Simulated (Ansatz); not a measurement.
C2H4FI (`FCCI`) at its PBE0-D4/def2-TZVP geometry, where that method's forces vanish. Charge 0, multiplicity 1. I takes the def2 core potential.

```xyz
8

F    -0.6277    1.1585   -1.3199
C     0.2636    0.6321   -0.4007
C    -0.3849   -0.5506    0.2671
I     0.9661   -1.3861    1.6927
H     1.1709    0.3394   -0.9348
H     0.5075    1.4135    0.3233
H    -1.2797   -0.2659    0.8158
H    -0.6158   -1.3409   -0.4434
```

(1) What forces (eV/Å) does PBE-D4/def2-TZVPP give on these atoms in Ansatz 0.2.0? (An estimate is asked.)

Results:

(1) The calculation gave: 
```
F1  -0.456  0.277 -0.477
C2   0.240 -0.147  0.252
C3  -0.067  0.029 -0.060
I4   0.213 -0.146  0.237
H5   0.229 -0.069 -0.103
H6   0.081  0.171  0.179
H7  -0.188  0.051  0.113
H8  -0.053 -0.167 -0.142
```
